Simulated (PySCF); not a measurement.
WO₂Cl, SMILES [O]=[W+](=[O])[Cl], charge +1, multiplicity 1. Atoms are numbered in the order given.

```xyz
4

W      0.2624    -0.1857     0.0000
O      0.8393     0.6801     1.3222
O      0.8393     0.6801    -1.3222
Cl    -1.9322     0.1683     0.0000
```
Charge +1, spin multiplicity 1.

Geometry: B3LYP-D3(BJ)/def2-SVP. The multiplicity is an assumed one; other spin states were not compared. The isomer is the one that the SMILES or the coordinates give; other isomers of the formula were not compared. The def2 effective core potentials stand for the cores of W; spin–orbit coupling is left out.

Level of theory: TDA-CAM-B3LYP/def2-SVPD in PySCF.

Vertical excitations. Gas-phase values at a fixed geometry. State labels are in the subgroup Cs.

Problem. List the lowest excited states. (Estimate from the structure and the level; the computed values follow.)

Solution. 
| state | symmetry | energy (eV) | λ (nm) | f | main pairs |
|---|---|---|---|---|---|
| S1 | A" | 3.01 | 412 | 0.000 | HOMO→LUMO 55 %, HOMO−2→LUMO 44 % |
| S2 | A" | 3.52 | 352 | 0.004 | HOMO−2→LUMO 53 %, HOMO→LUMO 43 % |
| S3 | A' | 3.72 | 334 | 0.024 | HOMO−1→LUMO 93 % |
| S4 | A" | 4.52 | 274 | 0.001 | HOMO→LUMO+1 83 % |
| S5 | A' | 4.60 | 269 | 0.000 | HOMO−3→LUMO 73 %, HOMO−4→LUMO 12 % |
| S6 | A' | 4.71 | 263 | 0.000 | HOMO−2→LUMO+2 46 %, HOMO→LUMO+2 33 %, HOMO−1→LUMO+1 9 %, HOMO−3→LUMO 9 % |
| S7 | A" | 4.89 | 253 | 0.004 | HOMO−2→LUMO+1 81 %, HOMO→LUMO+1 13 % |
| S8 | A' | 5.01 | 247 | 0.013 | HOMO−1→LUMO+1 72 %, HOMO−2→LUMO+2 18 % |
| S9 | A' | 5.42 | 229 | 0.009 | HOMO−4→LUMO 65 % |
| S10 | A" | 5.52 | 225 | 0.000 | HOMO−1→LUMO+2 70 %, HOMO−6→LUMO 19 % |
| T1 | A" | 2.83 | 438 | 0 | HOMO→LUMO 51 %, HOMO−2→LUMO 45 % |
| T2 | A' | 3.16 | 393 | 0 | HOMO−1→LUMO 91 % |
| T3 | A" | 3.19 | 388 | 0 | HOMO−2→LUMO 49 %, HOMO→LUMO 42 % |
| T4 | A' | 3.98 | 311 | 0 | HOMO−3→LUMO 69 %, HOMO−5→LUMO 11 % |
Triplets are in the Tamm–Dancoff approximation.
